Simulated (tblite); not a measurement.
Run record: tight-binding relaxation, `C=C(C#N)C[Se][SiH2]C[SiH3]`.

Computed with GFN2-xTB geometry optimisation, gas phase (tblite 0.8.0). Start geometry: from a force field or distance geometry. The command runs a driver script over a list of jobs; the input below is this job's line of settings and its coordinates in Å.

Command:
```bash
OMP_NUM_THREADS=1 python probes_run.py task.json out
```

Input:
```
{"job": {"kind": "relax", "xc": "GFN2-xTB", "basis": "xTB"}, "charge": 0, "multiplicity": 1}
C      2.142100     1.333700    -0.599000
C      1.891700     0.364300     0.268800
C      1.605400     0.688600     1.651800
N      1.352600     0.965700     2.739600
C      1.977800    -1.084600    -0.128200
Se     0.585500    -1.522400    -1.444400
Si    -1.069200    -1.637000     0.127300
C     -2.458100    -0.476600    -0.316500
Si    -1.876100     1.287900    -0.231300
H      2.080600     2.376100    -0.295900
H      2.373900     1.107300    -1.630200
H      2.967200    -1.279200    -0.594400
H      1.879500    -1.754800     0.753500
H     -0.559100    -1.299000     1.465100
H     -1.590900    -3.006800     0.168300
H     -3.304900    -0.623400     0.403900
H     -2.812200    -0.702500    -1.346200
H     -0.817900     1.504200    -1.222300
H     -1.370700     1.579600     1.122300
H     -3.002400     2.189700    -0.522400
```

Problem. What does the run print?

Solution. 
```
step      E/eV     max force
  0    -702.30390    1.297
  1    -702.38772    0.705
  2    -702.41552    0.576
  3    -702.43224    0.862
  4    -702.44021    1.445
  5    -702.45804    0.290
  6    -702.46529    0.291
  7    -702.47542    0.339
  8    -702.48040    0.218
  9    -702.48587    0.167
... (54 lines left out)
 64    -702.51936    0.024
 65    -702.51941    0.015
 66    -702.51944    0.012
 67    -702.51946    0.013
 68    -702.51949    0.016
 69    -702.51951    0.016
 70    -702.51954    0.011
 71    -702.51956    0.011
 72    -702.51958    0.010
 73    -702.51959    0.008
```

«max force» is the largest atomic force in eV/Å.

Problem. From which step on does the largest force stay under 0.1 eV/Å, and how much energy is left to gain from there?

Solution. From step 24 (0.070 eV/Å), 6.9 meV above the end.

Summary of the converged run: energy lowered by 5.0 kcal/mol over 73 steps; largest atomic force 0.008 eV/Å at the end.

Problem. Estimate the wall time. Hardware: Arm Neoverse N1, one thread, on a shared host.

Solution. About 1.4 s.
Labels such as C1 count atoms from 1, the log's own numbers from 0.
